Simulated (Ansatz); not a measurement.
Consider the ligand exchange at the In–O bond: `C=C=C[O][InH][CH3]` + HCl → `[CH3][InH][Cl]` + `C=C=CO`.

Gas-phase electronic energies from Ansatz, PBE0-D4/def2-TZVP geometries. CBS: MP2 limit from def2 TZ/QZ plus the TZ coupled-cluster correction, frozen cores. This one scheme is used for every species. Functionals use def2-TZVPP. def2 core potentials past Kr. For In outer-core shells are correlated without core-valence functions, which leaves a few kJ/mol of doubt a bond. Each species was taken in one conformer, which may not be the lowest.

```tsv
level	ΔE (kJ/mol)
ωB97X-V	-78.4
CAM-B3LYP	-88.9
RPA@PBE/def2-TZVPP	-58.4
MP2/def2-TZVPP	-64.3
```

(1) What does CCSD(T)/CBS give? (Best estimate.)

Largest T1 diagnostic among the species: 0.015.

## Answers

(1) Ansatz gave: -67.1 kJ/mol. The listed levels differ from it by -11.3, -21.8, 8.7, 2.8 kJ/mol.

From r2SCAN to r2SCAN0 (25 % exact exchange), in def2-TZVPP and without D4, ΔE moves by −7.3 kJ/mol. Leaving LDA and LC-ωPBE aside and taking each functional with its dispersion term where it has one, the values, not all of them listed here, spread over 16.1 kJ/mol, from BHLYP-D4 to revPBE-D4. LDA lies +10.7 kJ/mol from PBE without D4.
